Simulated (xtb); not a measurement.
C₃H₈GeSi, SMILES CC1=[CH][GeH2][SiH2]1. All values are semi-empirical tight-binding results from xtb (GFN2-xTB unless named), good for trends rather than for accurate numbers. The structure is a stationary point at GFN2-xTB. This is a generated structure with no PubChem entry under its InChIKey; it may be hypothetical.

For metal compounds this method's bond lengths and energies can be far off.

Computed properties:
```yaml
point_group_as_xtb_finds_it: Cs
orbital_gap: 3.83 eV
zero_point_energy: 55.2 kcal/mol
G − E(el) at 298.15 K (modified RRHO): 35.1 kcal/mol
```
